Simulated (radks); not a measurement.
Values are calculated unless marked as measured or tabulated.
Task: A nucleus of charge 14.75 with 15 electrons, 15 electrons, occupied as [Ne] 3s2 3p3. Code: a radial shooting solver on a logarithmic mesh with Libxc functionals. Model: non-relativistic Kohn-Sham, PBE, spin-polarised, spherical densities, point nucleus; open shells are filled with parallel spins first. Some entries of the table are withheld. Estimate them.

orbital,occ.,eigenvalue (eV),<1/r> (bohr^-1)
1s up,1,-1998.851,14.31
1s down,1,-1998.590,14.32
2s up,1,-161.6451,2.746
2s down,1,-161.3710,2.745
2p up,3,-114.4687,2.643
2p down,3,-114.0976,2.642
3s up,1,-11.8470,(1)
3s down,1,-9.3173,(2)
3p up,3,(3),0.5438
3p down,0,(4),0.5177

Result: 
(1) 3s up <1/r> (bohr^-1): 0.6883
(2) 3s down <1/r> (bohr^-1): 0.6922
(3) 3p up eigenvalue (eV): -3.9935
(4) 3p down eigenvalue (eV): -1.6302
